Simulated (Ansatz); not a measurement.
Species: CH₅OSi, charge 0, doublet. CH5OSi (SMILES C[SiH]O, doublet).
B3LYP-D3(BJ)/def2-TZVP minimum from Ansatz (a program for electronic structure):
```xyz
8

Si    -0.4763     0.1580     0.2518
C      0.3306    -1.5323     0.0573
O      0.3897     1.3494    -0.5203
H     -0.4753     0.5758     1.6806
H      1.3660    -1.4967     0.4091
H     -0.2089    -2.2760     0.6477
H      0.3313    -1.8656    -0.9821
H      0.5536     1.2489    -1.4616
```
Charge 0, spin multiplicity 2.

Total energies in cc-pV(D+d)Z, 19 correlated electrons, 7 frozen orbitals. Open shells are spin-unrestricted; no spin-orbit coupling. Correlated methods leave the cores frozen. No relativity.

```csv
method,program,energy (Eh),minus CCSDT(Q) (mEh)
HF,Ansatz,-404.59001,467.26
MP2,Ansatz,-405.00843,48.84
CCSD,Ansatz,-405.04444,12.83
CCSD(T),Ansatz,-405.05536,1.91
CCSDT(Q),Ansatz,-405.05727,0.00
```

Rough core times of Ansatz's runs on a shared machine: CCSD(T) under 20 s, CCSDT(Q) 40 min.
